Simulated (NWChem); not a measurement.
Species: CH3BeBrO; SMILES [Br][Be][O]C

```xyz
7

Be     0.0030    -0.5643     0.0001
Br    -0.0003     1.4058     0.0000
O      0.0042    -1.9578     0.0007
C     -0.0032    -3.3424    -0.0005
H      0.9374    -3.7486     0.4342
H     -0.8534    -3.7393     0.5982
H     -0.1000    -3.7419    -1.0347
```
Atoms are numbered in this order, from 1.

All runs: NWChem. Medium grid unless said otherwise, to which SCAN and Minnesota functionals are sensitive. Coordinates come from a PBE-D3(BJ)/def2-SVP optimisation.

Problem. Order these by “dipole (D)”, lowest first: SCAN/def2-SVP; B3LYP/def2-SVP; N12/def2-SVP.

Solution. N12/def2-SVP (2.31), B3LYP/def2-SVP (2.45), SCAN/def2-SVP (2.56)
